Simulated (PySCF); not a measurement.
A species of formula [C6H7O3]- has this rotational fingerprint, computed with PySCF, PBE0-D3(BJ)/def2-SVP geometry optimisation, gas phase:

```
Rotational constants                         : A = 5144, B = 587.4, C = 529.0 MHz
Dipole components (about the centre of mass) : |μa| = 5.20 D, |μb| = 2.32 D, |μc| = 0.00 D
Inertial defect                              : -3.17 u·Å²
κ                                            : -0.97
```

Question: Which candidate fits, each taken in the one conformer that was computed?
A. `[CH3:1][O:2][C:3](=[O:4])/[CH:5]=[CH:6]\[CH:7]=[CH:8]/[O-:9]` (charge -1) with C1–O2–C3–O4 0°, O2–C3–C5–C6 180°, C5–C6–C7–C8 180°
B. `[CH3:1][O:2]/[C:3]([O-:4])=[CH:5]\[CH:6]=[CH:7]\[CH:8]=[O:9]` (charge -1) with C1–O2–C3–O4 0°, C3–C5–C6–C7 180°, C6–C7–C8–O9 180°

Answer: B. It is CO/C([O-])=C\C=C\C=O, a near-prolate asymmetric top, point group Cs. The candidates at the same level (rigid rotor, commonest isotopes):

| SMILES | A (MHz) | B (MHz) | C (MHz) | μa (D) | μb (D) | μc (D) | Δ (u·Å²) | point group | rotor |
| --- | --- | --- | --- | --- | --- | --- | --- | --- | --- |
| CO/C([O-])=C\C=C\C=O | 5144 | 587.4 | 529.0 | 5.20 | 2.32 | 0.00 | -3.17 | Cs | near-prolate asymmetric top |
| COC(=O)/C=C\C=C/[O-] | 7021 | 627.2 | 577.8 | 6.02 | 0.00 | 0.01 | -3.17 | near Cs | near-prolate asymmetric top |

`COC(=O)/C=C\C=C/[O-]` has A 36 % too high. In the right answer the mirror of this Cs structure is the ab plane, so μc vanishes by symmetry. No structure here is proved a minimum.
